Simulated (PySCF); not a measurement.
A structure optimised at PBE-D3(BJ)/def2-SVP, used in a PySCF frequency run:

```xyz
11

Si     0.7846     0.5406     0.0000
N      0.2987    -1.1090     0.0000
C     -0.1605    -2.2275     0.0000
O     -0.5902    -3.3278     0.0000
O     -0.6172     1.4495     0.0000
C     -0.6224     2.8650     0.0000
H      1.6020     0.8023     1.2336
H      1.6020     0.8023    -1.2336
H     -0.1231     3.2897    -0.9019
H     -1.6756     3.2116     0.0000
H     -0.1231     3.2897     0.9019
```

Problem. Write its SMILES, formula and point group.

Solution. CO[SiH2]N=C=O, C₂H₅NO₂Si, Cs

Problem. What are its rotational constants (standard atomic weights)?

Solution. 10.559, 1.1714, 1.0756 GHz
